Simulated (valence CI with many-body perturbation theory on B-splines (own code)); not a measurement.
Forbidden lines of Ba4+

Level of theory: configuration interaction combined with many-body perturbation theory (CI+MBPT): six valence electrons over a frozen Dirac-Fock core [Kr] 4d10, radial functions for each j: 9 s, 9 p, 8 d, 6 f, 3 g, 1 h, with the one-electron correlation potential Σ1, the two-electron term Σ2, the three-electron term Σ3, Breit, model QED; selected CI, second order for the rest, scaled by the run's own slope (own B-spline code, finite nucleus).

Set against measurement, 17 paired levels are off by 353 cm⁻¹ on average, the worst by 1294. These come from a selection out of Sansonetti and Curry, J. Phys. Chem. Ref. Data 39, 043103 (2010). Levels without a partner in it may be off by more, other configurations by several thousand cm⁻¹. Among the levels kept, up to 850 cm⁻¹ of a level comes from second order outside the variational space, and about a tenth of that is noise between levels of different J, which matters for small intervals. 1 measured level below the end of the list, from 166279 cm⁻¹ on, found no clear computed partner, and computed levels of the same name lie up to 320 cm⁻¹ from them.

Lines 1 to 19 of 19 in falling wavelength, among levels below 180080 cm⁻¹, chosen from the decays that carry over 1 % of a level's rate. Wavelengths and rates use the calculated energies, so an error of 400 cm⁻¹ moves a line at 1194 nm by 4.8 % and its rate by three times that or more. Electric multipoles are in the length gauge, E1 and E2 with the static RPA response of the core. Weak lines are less certain than strong ones. Lines between different terms over intervals too small for the method are left out, as are lines whose strength nearly cancels. Branching is blank where the lifetime is uncertain.

Names give the largest LS component (configuration and term), which can be under half, so a name can repeat, a term be missing and a line seem to break the LS rules; names also repeat where a configuration has a term twice. Letters in brackets count levels of one name in rising energy.

| λ vac (nm) | λ from measured levels | Upper | Lower | Type | A (s⁻¹) | Branch % |
| --- | --- | --- | --- | --- | --- | --- |
| 6454 |  | 4f 5s2 5p3 5F_5 | 4f 5s2 5p3 5F_4 | M1 | 9.10e-02 |  |
| 1994 | 1950 | 5s2 5p4 3P_1 | 5s2 5p4 3P_0 | M1 | 1.63e+00 | 1.9 |
| 1194 | 1206 | 5s2 5p4 1D_2 | 5s2 5p4 3P_1 | M1 | 1.22e+00 | 1.5 |
| 880.4 | 884.8 | 5s2 5p4 3P_0 | 5s2 5p4 3P_2 | E2 | 1.21e-01 | 100.0 |
| 610.8 | 608.7 | 5s2 5p4 3P_1 | 5s2 5p4 3P_2 | M1 | 8.37e+01 | 97.8 |
| 546.5 |  | 4f 5s2 5p3 3G_5 [a] | 4f 5s2 5p3 5F_5 | M1 | 3.97e+01 |  |
| 404.0 | 404.5 | 5s2 5p4 1D_2 | 5s2 5p4 3P_2 | M1 | 7.96e+01 | 96.7 |
| 404.0 | 404.5 | 5s2 5p4 1D_2 | 5s2 5p4 3P_2 | E2 | 1.49e+00 | 1.8 |
| 377.4 | 377.9 | 5s2 5p4 1S_0 | 5s2 5p4 1D_2 | E2 | 1.70e+01 | 2.5 |
| 286.7 | 287.8 | 5s2 5p4 1S_0 | 5s2 5p4 3P_1 | M1 | 6.49e+02 | 96.4 |
| 195.1 | 195.4 | 5s2 5p4 1S_0 | 5s2 5p4 3P_2 | E2 | 7.18e+00 | 1.1 |
| 77.01 |  | 4f 5s2 5p3 5F_4 | 5s2 5p4 1D_2 | E2 | 7.62e+00 | 2.6 |
| 68.31 |  | 4f 5s2 5p3 3G_4 | 5s2 5p4 1D_2 | E2 | 3.08e+02 |  |
| 67.00 |  | 4f 5s2 5p3 3H_4 | 5s2 5p4 1D_2 | E2 | 1.57e+02 |  |
| 64.68 |  | 4f 5s2 5p3 5F_4 | 5s2 5p4 3P_2 | E2 | 2.85e+02 | 97.4 |
| 64.45 |  | 4f 5s2 5p3 3F_2 [a] | 5s2 5p4 3P_0 | E2 | 4.02e+03 |  |
| 60.09 |  | 4f 5s2 5p3 3F_4 | 5s2 5p4 3P_2 | E2 | 6.51e+03 |  |
| 58.43 |  | 4f 5s2 5p3 3G_4 | 5s2 5p4 3P_2 | E2 | 8.32e+03 |  |
| 57.47 |  | 4f 5s2 5p3 3H_4 | 5s2 5p4 3P_2 | E2 | 2.09e+03 |  |
